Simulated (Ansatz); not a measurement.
Consider the ligand exchange at the Si–C bond: `C=C[SiH](C)S` + CH₃NH₂ → `CN[SiH](C)S` + `C=C`.

Computed with Ansatz on PBE0-D4/def2-TZVP structures; ΔE is electronic, products minus reactants. CCSD(T)/CBS is the MP2 limit (def2-TZVPP, def2-QZVPP) plus CCSD(T) − MP2 in def2-TZVPP, frozen cores. This one scheme is used for every species. Functionals use def2-TZVPP. One conformer a species, not always the lowest.

```tsv
level	ΔE (kJ/mol)	difference from CCSD(T)/CBS
PBE-D4	-44.4	6.3
r2SCAN-D4	-49.6	1.1
B2PLYP	-50.9	-0.2
BLYP	-47.6	3.1
r2SCAN	-49.3	1.4
CAM-B3LYP	-53.9	-3.2
RPA@PBE/def2-TZVPP	-48.2	2.5
HF/def2-SVP	-51.1	-0.4
CCSD(T)/def2-SVP	-48.1	2.6
MP2/CBS(def2)	-50.8	-0.1
CCSD(T)/CBS	-50.7	0
```

Largest T1 diagnostic among the species: 0.011.

In def2-TZVPP, CCSD(T) changes the Hartree–Fock value by +4.3 kJ/mol (the triples alone add +1.2 kJ/mol) and MP2 by +4.2 kJ/mol. From BLYP to BHLYP (50 % exact exchange), in def2-TZVPP and without D4, ΔE moves by −6.1 kJ/mol.
